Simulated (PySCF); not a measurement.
# Highest orbital energy against ionisation energy along the 4p block

Calculated with PySCF 2.14, no spin-orbit coupling. Each cell gives −ε(HOMO) / ΔSCF in eV; NIST values include spin-orbit coupling, (s) semi-empirical, (t) theoretical.

```
                         species              UHF             LDA             PBE             PBE0          r2SCAN  NIST (lowest levels)
Ga (x2c-QZVPPall, spin-free X2C)    5.819 / 5.529   2.930 / 6.046   2.931 / 5.963    3.764 / 5.983   3.186 / 6.110                 5.999
Ge (x2c-QZVPPall, spin-free X2C)    7.888 / 7.401   4.398 / 8.010   4.366 / 7.884    5.378 / 7.917   4.686 / 8.043                 7.899
As (x2c-QZVPPall, spin-free X2C)   10.040 / 9.407  5.951 / 10.022   5.901 / 9.876    7.088 / 9.937  6.303 / 10.082                 9.789
Se (x2c-QZVPPall, spin-free X2C)    9.452 / 8.541   5.795 / 9.891   5.687 / 9.637    6.850 / 9.624   5.978 / 9.674                 9.752
Br (x2c-QZVPPall, spin-free X2C)  11.777 / 10.711  7.551 / 12.074  7.415 / 11.784   8.739 / 11.791  7.746 / 11.850                11.814
Kr (x2c-QZVPPall, spin-free X2C)  14.234 / 13.034  9.381 / 14.323  9.231 / 14.018  10.728 / 14.061  9.643 / 14.136                14.000
```

Problem. How far is −ε(HOMO) from ΔSCF on average for each method, and why?

Solution. UHF 0.76 eV; LDA -4.06 eV; PBE -3.94 eV; PBE0 -2.79 eV; r2SCAN -3.73 eV. Hartree-Fock orbital energies lack relaxation and so exceed the ΔSCF value; semilocal functionals have convex E(N) from self-interaction, so their HOMO lies far too high; exact exchange moves hybrids part of the way back.
